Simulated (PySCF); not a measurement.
Bond length, frequency and bond energy of SbS⁻ by level of theory

State: ³Σ⁻ (triplet), unpaired electrons π ↑↑. Set-up: basis Sb def2-SVPD with ECP28, S def2-SVPD; scalar-relativistic core potentials; PySCF 2.14. De refers to Sb + S⁻ in their high-spin ground configurations, without counterpoise correction. The functionals are run spin-unrestricted. A positive dipole points towards S; it is taken about the centre of mass and depends on that origin. Levels whose curve was spin-contaminated or gave no clean fit are not listed.

```json
{"Level": "UHF", "Re (Å)": "2.341", "ωe (cm⁻¹)": "418", "De (eV)": "n/a", "μ (D)": "-5.02", "CPU s a point (SCF and correlation, without the integrals)": "0.33"}
{"Level": "UHF-MP2", "Re (Å)": "2.358", "ωe (cm⁻¹)": "408", "De (eV)": "n/a", "μ (D)": "n/a", "CPU s a point (SCF and correlation, without the integrals)": "0.61"}
{"Level": "PBE", "Re (Å)": "2.372", "ωe (cm⁻¹)": "387", "De (eV)": "3.39", "μ (D)": "-4.04", "CPU s a point (SCF and correlation, without the integrals)": "1.5"}
{"Level": "PW91", "Re (Å)": "2.372", "ωe (cm⁻¹)": "387", "De (eV)": "3.41", "μ (D)": "-4.08", "CPU s a point (SCF and correlation, without the integrals)": "1.2"}
{"Level": "TPSS", "Re (Å)": "2.367", "ωe (cm⁻¹)": "391", "De (eV)": "3.29", "μ (D)": "-4.07", "CPU s a point (SCF and correlation, without the integrals)": "2.4"}
{"Level": "r²SCAN", "Re (Å)": "2.350", "ωe (cm⁻¹)": "404", "De (eV)": "3.23", "μ (D)": "-4.05", "CPU s a point (SCF and correlation, without the integrals)": "1.8"}
{"Level": "PBE0", "Re (Å)": "2.341", "ωe (cm⁻¹)": "413", "De (eV)": "3.16", "μ (D)": "-4.17", "CPU s a point (SCF and correlation, without the integrals)": "1.9"}
{"Level": "BHandHLYP", "Re (Å)": "2.338", "ωe (cm⁻¹)": "418", "De (eV)": "2.81", "μ (D)": "-4.41", "CPU s a point (SCF and correlation, without the integrals)": "1.1"}
{"Level": "CAM-B3LYP", "Re (Å)": "2.337", "ωe (cm⁻¹)": "417", "De (eV)": "2.97", "μ (D)": "-4.36", "CPU s a point (SCF and correlation, without the integrals)": "2.1"}
```

(1) What does a quarter of exact exchange do here, going from PBE to PBE0?

(2) What does second-order correlation do here, going from UHF to UHF-MP2?

Correlated steps freeze 9 core orbitals. These are scalar-relativistic numbers at best; spin–orbit coupling would shift them, the dissociation energy most. For an ion De counts to the pair picked by the measured ionisation energies or electron affinities, which need not be the lowest pair at this level. The highest Kohn–Sham level is positive in this anion. Much of that is self-interaction error, but it also means that the finite basis helps to hold the extra electron. The state was picked by a PBE0 search and need not be the measured ground state.

The whole job (state search and all levels along the bond) took about 4.4 min on 1 thread of Arm Neoverse N1 (shared host), peak memory 0.88 GiB.

## Answers

(1) PBE0 less PBE: -3.1 pm in Re, +6.7 % in ωe, -0.23 eV in De. Exact exchange removes part of the self-interaction that spreads semilocal densities, and in most molecules shortens and stiffens the bond and lowers De; so it does here.

(2) UHF-MP2 less UHF: +1.7 pm in Re, -2.4 % in ωe. Correlation nearly always deepens the well. The bond lengthens, as in strong covalent bonds, where excitations into antibonding orbitals dominate.
